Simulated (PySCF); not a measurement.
Predicted microwave data (PBE0-D3(BJ)/def2-SVP geometry optimisation, gas phase (PySCF)) for one isomer of C4H8OSi:

```
Rotational constants : A = 4895, B = 1761, C = 1378 MHz
Dipole components    : |μa| = 0.54 D, |μb| = 0.22 D, |μc| = 0.60 D
Inertial defect      : -23.58 u·Å²
κ                    : -0.78
```

**Question.** Which candidate fits, each taken in the one conformer that was computed?
A. `[CH3:1][C@@H:2]1[CH:3]=[C:4]1[O:5][SiH3:6]` with C3–C4–O5–Si6 -173°
B. `[SiH3:1][O:2][CH:3]=[C:4]1[CH2:5][CH2:6]1` with Si1–O2–C3–C4 179°
C. `[CH3:1][O:2][C@H:3]1[CH:4]=[C:5]1[SiH3:6]` with C1–O2–C3–C4 -148°
D. `[CH2:1]=[C:2]1[CH2:3][C@@H:4]1[O:5][SiH3:6]` with C3–C4–O5–Si6 81°
E. `[CH2:1]=[CH:2][C:3](=[CH2:4])[O:5][SiH3:6]` with C1–C2–C3–C4 180°, C2–C3–O5–Si6 179°

**Answer.** C. It is CO[C@H]1C=C1[SiH3], an asymmetric top, point group C1. The candidates at the same level (rigid rotor, commonest isotopes):

```csv
SMILES,A (MHz),B (MHz),C (MHz),μa (D),μb (D),μc (D),Δ (u·Å²),point group,rotor
C=CC(=C)O[SiH3],5426,1835,1394,0.40,0.27,0.00,-5.99,Cs,asymmetric top
C=C1C[C@@H]1O[SiH3],8686,1451,1325,0.04,0.95,0.40,-24.90,C1,near-prolate asymmetric top
C[C@@H]1C=C1O[SiH3],5313,1845,1465,0.63,0.94,0.14,-24.23,C1,asymmetric top
CO[C@H]1C=C1[SiH3],4895,1761,1378,0.54,0.22,0.60,-23.58,C1,asymmetric top
[SiH3]OC=C1CC1,13383,1135,1075,0.24,0.72,0.02,-12.77,–,near-prolate asymmetric top
```

`C=CC(=C)O[SiH3]` has A 11 % too high; `C=C1C[C@@H]1O[SiH3]` has A 77 % too high; `[SiH3]OC=C1CC1` has A 173 % too high; `C[C@@H]1C=C1O[SiH3]` has A 9 % too high. No structure here is proved a minimum.
